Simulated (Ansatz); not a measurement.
`[F][In]([F])[F]` + CH₃NH₂ → `C[NH][In]([F])[F]` + H–F at 700 K and 1 bar (ligand exchange at the In–F bond).

Computed with Ansatz on PBE0-D4/def2-TZVP structures; ΔE is electronic, products minus reactants. CCSD(T)/CBS is the MP2 limit (def2-TZVPP, def2-QZVPP) plus CCSD(T) − MP2 in def2-TZVPP, frozen cores. This one scheme is used for every species. Elements past krypton have def2 core potentials. For In outer-core shells are correlated without core-valence functions, which leaves a few kJ/mol of doubt a bond. Each species was taken in one conformer, which may not be the lowest.

```json
{"species": "`[F][In]([F])[F]`", "CCSD(T)/CBS energy (Eh)": "-489.26665", "H − E (kJ/mol)": "60.7", "S (J/(mol·K))": "374.4"}
{"species": "CH₃NH₂", "CCSD(T)/CBS energy (Eh)": "-95.75281", "H − E (kJ/mol)": "207.6", "S (J/(mol·K))": "296.6"}
{"species": "`C[NH][In]([F])[F]`", "CCSD(T)/CBS energy (Eh)": "-484.61621", "H − E (kJ/mol)": "224.3", "S (J/(mol·K))": "482.1"}
{"species": "H–F", "CCSD(T)/CBS energy (Eh)": "-100.39570", "H − E (kJ/mol)": "45.2", "S (J/(mol·K))": "198.5"}
```

H − E and S are ideal-gas, rigid-rotor, harmonic terms from PBE0-D4/def2-TZVP, for one conformer and one mirror image of each species. 1 Eh = 2625.50 kJ/mol, R = 8.31446 J/(mol·K).

Q: By hand: ΔE, ΔH, ΔS and ΔG.

A: ΔE = (-484.61621) + (-100.39570) − (-489.26665) − (-95.75281) = 0.00755 Eh = 19.8 kJ/mol. Δ(H − E) = 224.3 + 45.2 − 60.7 − 207.6 = 1.2, so ΔH = 21.0 kJ/mol. ΔS = 482.1 + 198.5 − 374.4 − 296.6 = 9.6 J/(mol·K). ΔG = 21.0 − 700 × (9.6)/1000 = 14.3 kJ/mol.

Q: By hand: the equilibrium constant, and the temperature at which ΔG would vanish if ΔH and ΔS stayed fixed.

A: log₁₀ K = −ΔG/(RT ln 10) = -1.1. ΔG = 0 at ΔH/ΔS = 2188 K, though so small a ΔS makes that figure unsure.

The number of gas molecules stays the same, so ΔS is small and ΔH decides. A doubt of 5 kJ/mol in ΔE shifts log₁₀ K by 0.4 here. Other conformers and mirror images would add mixing entropy, several J/(mol·K) or more a flexible species. These are equilibria of isolated gas molecules and say nothing of rates. Largest T1 diagnostic: 0.018 (customary marks: 0.02 for closed shells, 0.045 for open ones).
